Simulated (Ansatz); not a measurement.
Ansatz (a first-principles code) input:

Ansatz 0.2 input:
```yaml
crystal:
  periodic: [false, false, false]
  atoms:
    - {symbol: Ni, position_ang: [-0.00000000, -0.00000000, -0.05083923]}
    - {symbol: H, position_ang: [0.00000000, 0.00000000, 1.42349857]}
basis:
  gaussian:
    orbitals: def2-TZVP
hamiltonian:
  xc: b3lyp
  dispersion: d3bj
magnetization: {spin_polarized: true, initial_magnetization: 1}
phonons: {temperatures: {t_min: 298.15, t_max: 298.15, t_step: 100}}
```

Q: Predict the final energy.

A: -1508.93455 Eh (B3LYP-D3(BJ)/def2-TZVP). The basis has 51 functions.

The spin state was set by rule; other spins were not relaxed.
